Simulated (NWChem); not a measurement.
Si₂NH₅, singlet; SMILES N[Si][SiH3]

```xyz
8

Si    -0.8560     0.8386    -0.0027
N      0.6753     1.6234     0.0006
H      0.7413     2.6379     0.0007
H      1.5960     1.1920     0.0027
Si     0.0503    -1.4046    -0.0011
H      1.5565    -1.4307     0.0041
H     -0.4080    -2.1705    -1.2081
H     -0.4166    -2.1730     1.2008
```
Atoms are numbered in this order, from 1.

Program: NWChem. Geometry optimised at PBE0/def2-SVP; all other runs use it. Low-valent species are run as closed-shell singlets; no triplet was tried in these runs.

| quantity | level | value |
|---|---|---|
| −ε(HOMO) (eV) | B3LYP/def2-SVP | 5.82 |
| vertical, lowest state with f > 0.02, singlet (eV) | B3LYP/def2-SVPD, TDA | 4.80 |
| isotropic polarisability (bohr³), static | B3LYP/def2-SVPD | 76.4 |
| solvation free energy (kcal/mol) in n-hexane | PBE0/def2-SVP, SMD | -2.2 |
| dipole (D) | PBE0/def2-SVP | 2.45 |
| highest harmonic frequency (cm⁻¹) | PBE0/def2-SVP | 3667 |
